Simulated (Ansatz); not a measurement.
TiCl₂F₂⁺, that is TiF2Cl2 with one electron fewer. Total charge 1; doublet. Geometry B3LYP-D4/def2-SVP, that of the neutral singlet; atoms count from 1.

```csv
atom,x (Å),y (Å),z (Å)
Ti1,0.0503,-0.0800,0.0165
F2,0.0494,-1.4923,-0.9798
F3,1.1074,-0.3448,1.3581
Cl4,-1.9672,0.2942,0.7458
Cl5,0.7602,1.6229,-1.1406
```

**Question.** Estimate the Mulliken populations from the PBE0/def2-TZVP orbitals of Ansatz.

**Answer.** 
```
atom  charge (e)  spin (α − β)  d electrons
 Ti1        1.46         -0.15         2.03
  F2       -0.31          0.01            –
  F3       -0.31          0.01            –
 Cl4        0.08          0.56            –
 Cl5        0.08          0.56            –
```
Mulliken values and Mayer orders depend strongly on the basis.

**Question.** Where does the spin sit?

**Answer.** Summed by element: Ti -0.15, F 0.02, Cl 1.13, of 1 unpaired in all. Largest on single atoms: Cl5 0.56, Cl4 0.56, Ti1 -0.15.

**Question.** And the Mayer bond orders between bonded heavy atoms (over 0.3)?

**Answer.** Ti1–F2 1.12 (1.73 Å); Ti1–F3 1.12 (1.73 Å); Ti1–Cl4 0.96 (2.18 Å); Ti1–Cl5 0.96 (2.18 Å). Values over 0.3 also appear between atoms too far apart for a bond (Cl4–Cl5 0.32 at 3.57 Å); they arise where an orbital or an unpaired electron spreads over both atoms.
